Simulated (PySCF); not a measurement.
Be(Et)(SeH), SMILES C[CH2][Be][SeH] (C2H6BeSe), singlet, B3LYP/def2-SVP optimised geometry.

```
10

Be    -0.25    -0.74     0.00
C     -0.31     0.94     0.03
C     -0.19     1.69    -1.32
H      0.48     1.30     0.72
H     -1.25     1.23     0.53
H     -1.00     1.41    -2.02
H      0.76     1.48    -1.83
H     -0.25     2.79    -1.19
Se    -0.23    -2.79     0.00
H      1.25    -2.79     0.00
```

Density from B3LYP/def2-TZVP (PySCF) at that geometry.

Minimum of the electron density along straight lines between bonded atoms, close to the bond critical point (lines longer than 1.1 times the sum of covalent radii, or with two minima, are not listed):

```
bond     length / Å  ρ at the minimum / e bohr⁻³  ∇²ρ there / e bohr⁻⁵  position (fraction from the first atom)
-------  ----------  ---------------------------  --------------------  ---------------------------------------
Be1–C2        1.681                          ___                  0.34                                     0.33
C2–C3         1.543                        0.233                   ___                                     0.50
C2–H4         1.110                        0.261                 -0.83                                     0.63
C2–H5         1.110                        0.261                 -0.83                                     0.63
C3–H6         1.103                        0.272                 -0.91                                     0.64
C3–H7         1.103                        0.272                 -0.91                                     0.64
C3–H8         1.104                        0.272                 -0.91                                     0.64
Be1–Se9       2.048                        0.074                  0.15                                     0.30
Se9–H10       1.479                          ___                 -0.28                                     0.63
```

Fill in the missing entries.


- Be1–C2, ρ at the minimum / e bohr⁻³: 0.103
- C2–C3, ∇²ρ there / e bohr⁻⁵: -0.54
- Se9–H10, ρ at the minimum / e bohr⁻³: 0.169
